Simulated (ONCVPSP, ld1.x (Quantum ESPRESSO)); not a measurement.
## Potentials for fluorine compared

Generated with ld1.x 7.5 (TM, RRKJ, ultrasoft, PAW), atompaw 4.2 or ONCVPSP 4.0.1. The cutoff is in Ry: for ld1.x and atompaw files where the sum of valence levels is converged to 10 mRy in a Bessel basis, for ONCV files where the hardest occupied wave has 1 mHa per electron of residual kinetic energy. The error is the largest all-electron minus pseudo excitation energy over each file’s own four to seven test configurations (ionisations up to +4, promotions, holes and added fractions of an electron), all of which were solved. The labels leave out finer settings (local radius, basis sizes, second energies), which also bear on the numbers. Spin-polarised tests are not counted. The rows are a selection from randomly drawn settings: files with unsolved tests, undetermined cutoffs or missed reference levels are left out.

A true bound ghost makes a file unfit for plane-wave use even where its test errors are small: the radial tests pick states by their node count and pass the ghost by.

| potential | cutoff (Ry) | largest error (meV) | bound ghosts |
| --- | --- | --- | --- |
| TM semilocal, PBEsol, scalar-relativistic, rc 0.70/1.54 (sp), local p, core correction yes, reference 2s2 2p5 | 120 | +2916 | none |
| ONCV, PBEsol, scalar-relativistic, rc 0.55/1.80 (sp), local smoothed, core correction no, reference 2s1.75 2p5.25, qcut 15.1/8.8, projectors 2/2 | 109 | +2582 | s |
| ONCV, PBE, scalar-relativistic, rc 0.75/1.60/1.45 (spd), local smoothed, core correction yes, reference 2s2 2p3, qcut 7/7.7/6.5, projectors 1/1/2 | 661 | +2830 | none |
| ONCV, PW91, scalar-relativistic, rc 0.70/0.85 (sp), local smoothed, core correction yes, reference 2s1 2p6, qcut 9.6/11.4, projectors 1/2 | 171 | +93 | none |
| PAW, LDA (PZ), scalar-relativistic, rc 0.60/1.20/1.15 (spd), local smoothed, core correction yes, reference 2s2 2p4.5 | 100 | +2.8 | none |
| ONCV, LDA (Perdew-Zunger), scalar-relativistic, rc 0.80/1.75/1.55 (spd), local smoothed, core correction yes, reference 2s2 2p4.5, qcut 9.8/7.5/6.4, projectors 2/1/1 | 156 | +2095 | none |

Problem. Fill in the row for F: ONCV, PBE, scalar-relativistic, rc 0.40/1.25 (sp), local smoothed, core correction no, reference 1s2 2s1.5 2p5.5, qcut 37.4/13.8, projectors 2/1.

Solution. cutoff 977 Ry, largest error +887 meV, bound ghosts: none.
